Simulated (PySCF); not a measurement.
## Electron correlation in Al⁺ (aluminium, charge +1)

[Ne] 3s2, closed-shell 1S. Calculation: PySCF 2.14, in aug-cc-pVDZ-DK; the spin-free X2C one-electron Hamiltonian (Gaussian nucleus). Frozen: [Ne]; 2 electrons correlated.

Total MP2 correlation energy: -25.16 mhartree.

Same-spin part 0.00 and opposite-spin part -25.16 mhartree; SCS-MP2 scales them by 1/3 and 6/5 to -30.19 mhartree.

With two correlated electrons CCSD is exact within the correlated space (frozen core and kept virtual orbitals).

| level | correlation energy (mhartree) |
| --- | --- |
| CCSD | -38.53 |

Diagnostics: T1 = 0.0078, D1 = 0.0111, largest double amplitude 0.111.

**Question.** Is a single reference adequate?

**Answer.** Mostly. T1 lies below 0.03, but a double amplitude of this size points to a near-degeneracy that CCSD handles and MP2 describes poorly.
